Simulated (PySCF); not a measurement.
Working out the excitation energy of Al

Al [Ne] 3s2 3p1 (2P) → Al [Ne] 3s1 3p1 3d1 (high-spin determinant). Calculation: PySCF 2.14, in aug-cc-pwCVDZ (6s5p3d, 36 functions); the non-relativistic Hamiltonian (point nucleus). Frozen: nothing. Energies in hartree (1 hartree = 27.21139 eV):

| part | Al (lower) | Al (upper) |
| --- | --- | --- |
| UHF | -241.874277 | -241.577050 |
| MP2 opposite-spin | -0.120801 | -0.088641 |
| MP2 same-spin | -0.041315 | -0.041121 |

Question: What does Hartree-Fock give?

Answer: (-241.577050) − (-241.874277) = 0.297227 hartree = 8.088 eV.

Question: What do MP2 and SCS-MP2 (6/5 opposite-spin, 1/3 same-spin) give?

Answer: The opposite-spin parts differ by 0.875 eV and the same-spin parts by 0.005 eV. MP2: 8.088 + (0.875) + (0.005) = 8.968 eV. SCS-MP2: 8.088 + 1.2 × (0.875) + (0.005)/3 = 9.140 eV.

One determinant mixes LS terms, so it does not stand for a single term.

The upper state lies above the first ionisation limit, but in LS coupling its spin forbids autoionisation to the ground ion.

A double-zeta basis recovers only part of the correlation energy.
